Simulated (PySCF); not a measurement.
First SCF of a structure search on doublet [OsO2]+, at a hand-made end-on geometry. PySCF input:

```python
from pyscf import gto, scf, dft
mol = gto.M(atom='''
Os     0.000000     0.000000     0.000000
O      0.000000     0.000000     1.977600
O      1.252800     0.000000     2.697600''',
    basis={'Os': 'def2-TZVP', 'O': 'def2-TZVP'},
    ecp={'Os': 'def2-TZVP'},
    charge=1, spin=1)
mf = dft.UKS(mol, xc='PBE0')
mf.grids.atom_grid = (50, 194)
aux = {'Os': 'def2-universal-JKFIT', 'O': 'def2-universal-JKFIT'}
mf = mf.density_fit(auxbasis=aux)
mf.conv_tol = 1e-08
mf.diis_space = 10
mf.max_cycle = 60
mf.init_guess = 'minao'
mf.verbose = 4
mf.kernel()
```

Excerpt of the output (cycles alone); where DIIS stalls, ADIIS, DIIS with a small level shift and a second-order solver take over in turn:

```
init E= -224.385024504738
cycle= 1 E= -240.317776220779  delta_E= -15.9  |g|= 0.406  |ddm|= 5.07
cycle= 2 E= -239.330014374971  delta_E= 0.988  |g|=  1.4  |ddm|= 1.01
cycle= 3 E= -240.348083754806  delta_E= -1.02  |g|= 0.275  |ddm|= 0.964
cycle= 4 E= -240.369010276245  delta_E= -0.0209  |g|= 0.21  |ddm|= 0.229
cycle= 5 E= -240.37950881079  delta_E= -0.0105  |g|= 0.154  |ddm|= 0.154
cycle= 6 E= -240.393642177529  delta_E= -0.0141  |g|= 0.0357  |ddm|= 0.117
cycle= 7 E= -240.39058448438  delta_E= 0.00306  |g|= 0.0323  |ddm|= 0.0535
cycle= 8 E= -240.381872147174  delta_E= 0.00871  |g|= 0.0298  |ddm|= 0.304
cycle= 9 E= -240.383593520315  delta_E= -0.00172  |g|= 0.0188  |ddm|= 0.0704
cycle= 10 E= -240.384060845041  delta_E= -0.000467  |g|= 0.0178  |ddm|= 0.0207
cycle= 11 E= -240.382263208088  delta_E= 0.0018  |g|= 0.0147  |ddm|= 0.095
cycle= 12 E= -240.382443252852  delta_E= -0.00018  |g|= 0.0131  |ddm|= 0.0801
cycle= 13 E= -240.382692448355  delta_E= -0.000249  |g|= 0.0125  |ddm|= 0.0116
... 38 lines left out ...
cycle= 52 E= -240.377810613336  delta_E= 2.53e-05  |g|= 0.00208  |ddm|= 0.0238
cycle= 53 E= -240.377772411645  delta_E= 3.82e-05  |g|= 0.00192  |ddm|= 0.0164
cycle= 54 E= -240.377782442468  delta_E= -1e-05  |g|= 0.0018  |ddm|= 0.0134
cycle= 55 E= -240.377791752419  delta_E= -9.31e-06  |g|= 0.002  |ddm|= 0.00807
cycle= 56 E= -240.377799296811  delta_E= -7.54e-06  |g|= 0.00196  |ddm|= 0.00338
cycle= 57 E= -240.37781174348  delta_E= -1.24e-05  |g|= 0.00208  |ddm|= 0.00934
cycle= 58 E= -240.377808073956  delta_E= 3.67e-06  |g|= 0.00201  |ddm|= 0.00625
cycle= 59 E= -240.377794804179  delta_E= 1.33e-05  |g|= 0.00191  |ddm|= 0.00495
cycle= 60 E= -240.377779320018  delta_E= 1.55e-05  |g|= 0.00183  |ddm|= 0.00705
SCF not converged.
init E= -224.385024504738
cycle= 1 E= -240.317776220779  delta_E= -15.9  |g|= 0.406  |ddm|= 5.07
cycle= 2 E= -239.330014374971  delta_E= 0.988  |g|=  1.4  |ddm|= 1.01
cycle= 3 E= -240.190421894973  delta_E= -0.86  |g|= 0.616  |ddm|= 0.571
cycle= 4 E= -240.381108576948  delta_E= -0.191  |g|= 0.061  |ddm|= 0.353
cycle= 5 E= -240.382877138405  delta_E= -0.00177  |g|= 0.113  |ddm|= 0.147
cycle= 6 E= -240.360274452685  delta_E= 0.0226  |g|= 0.315  |ddm|= 0.227
cycle= 7 E= -240.388540593134  delta_E= -0.0283  |g|= 0.161  |ddm|= 0.196
cycle= 8 E= -240.199021057597  delta_E= 0.19  |g|= 0.671  |ddm|= 0.486
cycle= 9 E= -240.387301619433  delta_E= -0.188  |g|= 0.26  |ddm|= 0.284
cycle= 10 E= -240.393033256717  delta_E= -0.00573  |g|= 0.267  |ddm|= 0.291
cycle= 11 E= -240.41693301694  delta_E= -0.0239  |g|= 0.215  |ddm|= 0.249
cycle= 12 E= -240.363226498531  delta_E= 0.0537  |g|= 0.409  |ddm|= 0.314
cycle= 13 E= -240.420131241218  delta_E= -0.0569  |g|= 0.216  |ddm|= 0.281
cycle= 14 E= -240.418343338335  delta_E= 0.00179  |g|= 0.209  |ddm|= 0.235
cycle= 15 E= -240.427819011769  delta_E= -0.00948  |g|= 0.18  |ddm|= 0.238
cycle= 16 E= -240.439974974583  delta_E= -0.0122  |g|= 0.0602  |ddm|= 0.13
cycle= 17 E= -240.438702008131  delta_E= 0.00127  |g|= 0.0983  |ddm|= 0.0891
cycle= 18 E= -240.44127084789  delta_E= -0.00257  |g|= 0.0436  |ddm|= 0.0575
cycle= 19 E= -240.438150264462  delta_E= 0.00312  |g|= 0.0903  |ddm|=  0.1
cycle= 20 E= -240.441836790221  delta_E= -0.00369  |g|= 0.0399  |ddm|= 0.0606
SCF not converged.
init E= -240.441836790221
cycle= 1 E= -240.438840890125  delta_E= 0.003  |g|= 0.101  |ddm|= 0.0623
cycle= 2 E= -240.419991610679  delta_E= 0.0188  |g|= 0.25  |ddm|= 0.148
cycle= 3 E= -240.441602591998  delta_E= -0.0216  |g|= 0.0451  |ddm|= 0.0816
cycle= 4 E= -240.44253438327  delta_E= -0.000932  |g|= 0.00774  |ddm|= 0.023
cycle= 5 E= -240.442590987174  delta_E= -5.66e-05  |g|= 0.00244  |ddm|= 0.0106
cycle= 6 E= -240.442618370547  delta_E= -2.74e-05  |g|= 0.00191  |ddm|= 0.00952
cycle= 7 E= -240.442646156226  delta_E= -2.78e-05  |g|= 0.00146  |ddm|= 0.0106
cycle= 8 E= -240.442674012379  delta_E= -2.79e-05  |g|= 0.0013  |ddm|= 0.0115
cycle= 9 E= -240.442704512266  delta_E= -3.05e-05  |g|= 0.00118  |ddm|= 0.0133
cycle= 10 E= -240.442733631707  delta_E= -2.91e-05  |g|= 0.00108  |ddm|= 0.0136
cycle= 11 E= -240.44276238018  delta_E= -2.87e-05  |g|= 0.00101  |ddm|= 0.0147
cycle= 12 E= -240.442785674925  delta_E= -2.33e-05  |g|= 0.000909  |ddm|= 0.0132
cycle= 13 E= -240.442817983534  delta_E= -3.23e-05  |g|= 0.00146  |ddm|= 0.0221
cycle= 14 E= -240.44283004304  delta_E= -1.21e-05  |g|= 0.000796  |ddm|= 0.00939
cycle= 15 E= -240.442846664457  delta_E= -1.66e-05  |g|= 0.000964  |ddm|= 0.0155
cycle= 16 E= -240.442860438936  delta_E= -1.38e-05  |g|= 0.00104  |ddm|= 0.0144
cycle= 17 E= -240.442869548992  delta_E= -9.11e-06  |g|= 0.000777  |ddm|= 0.0114
cycle= 18 E= -240.442878012189  delta_E= -8.46e-06  |g|= 0.000842  |ddm|= 0.012
cycle= 19 E= -240.442884385  delta_E= -6.37e-06  |g|= 0.000741  |ddm|= 0.0108
cycle= 20 E= -240.442889657621  delta_E= -5.27e-06  |g|= 0.000702  |ddm|= 0.0103
cycle= 21 E= -240.442892951176  delta_E= -3.29e-06  |g|= 0.000526  |ddm|= 0.00747
cycle= 22 E= -240.442896461317  delta_E= -3.51e-06  |g|= 0.00078  |ddm|= 0.0108
cycle= 23 E= -240.442898258788  delta_E= -1.8e-06  |g|= 0.0005  |ddm|= 0.00632
cycle= 24 E= -240.442899638334  delta_E= -1.38e-06  |g|= 0.000652  |ddm|= 0.00828
cycle= 25 E= -240.442900188439  delta_E= -5.5e-07  |g|= 0.000537  |ddm|= 0.00592
cycle= 26 E= -240.44290034699  delta_E= -1.59e-07  |g|= 0.000419  |ddm|= 0.00459
cycle= 27 E= -240.442900375778  delta_E= -2.88e-08  |g|= 0.000278  |ddm|= 0.00253
cycle= 28 E= -240.442900552003  delta_E= -1.76e-07  |g|= 9.46e-05  |ddm|= 0.00113
cycle= 29 E= -240.442900630822  delta_E= -7.88e-08  |g|= 9.6e-05  |ddm|= 0.000759
cycle= 30 E= -240.442900715313  delta_E= -8.45e-08  |g|= 6.03e-05  |ddm|= 0.000866
SCF not converged.
macro= 0  E= -240.442900929245  delta_E= -2.13931e-07  |g|= 6.03331e-05  1 KF 11 JK
macro= 1  E= -240.442900929245  delta_E= -6.82121e-13  |g|= 3.87142e-05  1 KF 2 JK
macro X = 2  E=-240.442900929245  |g|= 3.87142e-05  total 3 KF 16 JK
converged SCF energy = -240.442900929245  <S^2> = 2.5516497  2S+1 = 3.3476259
```

This is not the lowest solution: another start and a stability analysis within the same unrestricted form found one 24.1 kJ/mol lower, at -240.45208 Eh.

Open d and f shells are described by one determinant, and the ground state may have another occupation or spin. With an element this heavy the missing spin–orbit coupling can shift these numbers.

The search for the lowest solution, 3 starts and the stability check together, took 33 s on 2 threads of a shared Arm Neoverse V2 host, with 102 basis functions; the process peaked at 0.4 GiB.
